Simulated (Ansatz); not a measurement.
`[O][Si](O)(O)O` radical at its PBE0-D4/def2-TZVP geometry, where that method's forces vanish. The species carries charge 0 and has multiplicity 2.

```xyz
8

O    -1.3221   -1.0777    0.7649
Si   -0.1826   -0.1254    0.0316
O     0.4343    0.7064    1.2911
O    -0.9479    0.7404   -1.1062
O     1.0369   -0.8975   -0.7132
H    -0.1789    1.1905    1.8474
H    -0.4909    0.8620   -1.9401
H     1.6511   -1.3988   -0.1755
```

(1) What forces (eV/Å) does B3LYP-D4/def2-TZVPP give on these atoms in Ansatz 0.2.0? (Estimate.)

Answers

(1) Ansatz gave: 
```
O1  -0.022 -0.022  0.034
Si2 -0.127 -0.143  0.011
O3   0.035  0.095  0.131
O4  -0.042  0.098 -0.108
O5   0.119 -0.066 -0.043
H6   0.012  0.041  0.055
H7  -0.025  0.033 -0.057
H8   0.049 -0.037 -0.022
```

B3LYP here is the variant with VWN-RPA as its local correlation; programs differ in this.
